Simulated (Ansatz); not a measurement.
`C[S][Al]([CH3])[Cl]` → `C[S][AlH][Cl]` + `[CH2]` (triplet) at 500 K and 1 bar (formal loss of a carbene).

Calculated with Ansatz (gas phase, PBE0-D4/def2-TZVP geometries, no zero-point term in ΔE). CBS: MP2 limit from def2 TZ/QZ plus the TZ coupled-cluster correction, frozen cores. This one scheme is used for every species. Triplets are unrestricted, without spin–orbit coupling. Each species was taken in one conformer, which may not be the lowest.

```json
{"species": "`C[S][Al]([CH3])[Cl]`", "CCSD(T)/CBS energy (Eh)": "-1179.41428", "H − E (kJ/mol)": "254.9", "S (J/(mol·K))": "468.7"}
{"species": "`C[S][AlH][Cl]`", "CCSD(T)/CBS energy (Eh)": "-1140.13367", "H − E (kJ/mol)": "166.7", "S (J/(mol·K))": "399.8"}
{"species": "`[CH2]` (triplet)", "CCSD(T)/CBS energy (Eh)": "-39.09499", "H − E (kJ/mol)": "62.7", "S (J/(mol·K))": "213.9"}
```

H − E and S are ideal-gas, rigid-rotor, harmonic terms from PBE0-D4/def2-TZVP, for one conformer and one mirror image of each species, with the whole ground term of open shells counted as degenerate. 1 Eh = 2625.50 kJ/mol, R = 8.31446 J/(mol·K).

Problem. By hand: ΔE, ΔH, ΔS and ΔG.

Solution. ΔE = (-1140.13367) + (-39.09499) − (-1179.41428) = 0.18562 Eh = 487.3 kJ/mol. Δ(H − E) = 166.7 + 62.7 − 254.9 = -25.5, so ΔH = 461.8 kJ/mol. ΔS = 399.8 + 213.9 − 468.7 = 145.0 J/(mol·K). ΔG = 461.8 − 500 × (145.0)/1000 = 389.3 kJ/mol.

Problem. By hand: the equilibrium constant, and the temperature at which ΔG would vanish if ΔH and ΔS stayed fixed.

Solution. log₁₀ K = −ΔG/(RT ln 10) = -40.7. ΔG = 0 at ΔH/ΔS = 3185 K, far beyond where these terms or the molecules hold.

The number of gas molecules changes by +1, which sets the sign of ΔS. A doubt of 5 kJ/mol in ΔE shifts log₁₀ K by 0.5 here. Other conformers and mirror images would add mixing entropy, several J/(mol·K) or more a flexible species. Modes under 60 cm⁻¹, often nearly free rotors, make the harmonic entropy too high. A triplet takes part, so the spin changes. These are equilibria of isolated gas molecules and say nothing of rates. Largest T1 diagnostic: 0.011 (customary marks: 0.02 for closed shells, 0.045 for open ones).
